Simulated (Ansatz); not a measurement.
Cartesian coordinates (Å):
```xyz
11

F     -2.1240    -1.7475     0.0564
C     -1.0389    -0.9706     0.0293
C     -1.2181     0.4170     0.0149
C     -0.0672     1.2004    -0.0137
C      1.1846     0.5732    -0.0266
C      1.2219    -0.8213    -0.0100
N      0.1210    -1.5825     0.0176
H     -2.2225     0.8422     0.0261
H     -0.1456     2.2900    -0.0259
H      2.1094     1.1521    -0.0489
H      2.1795    -1.3531    -0.0191
```
Charge 0, multiplicity 1.

All values below come from Ansatz (an electronic-structure program) with frozen-core CCSD(T)/cc-pVTZ // B3LYP-D3(BJ)/def2-SVP. The restricted HF reference is unstable towards unrestricted orbitals.

```
Property                        Value
----------------------  -------------
HF energy               -345.67386 Ha
MP2 correlation energy    -1.22356 Ha
```

Question: Estimate the CCSD correlation energy, the (T) correction, the total energy and the T1 diagnostic.

Answer: 
```json
{
  "CCSD correlation energy": "-1.23643 Ha",
  "(T) correction": "-0.06207 Ha",
  "CCSD(T) total energy": "-346.97236 Ha",
  "T1 diagnostic": "0.013"
}
```
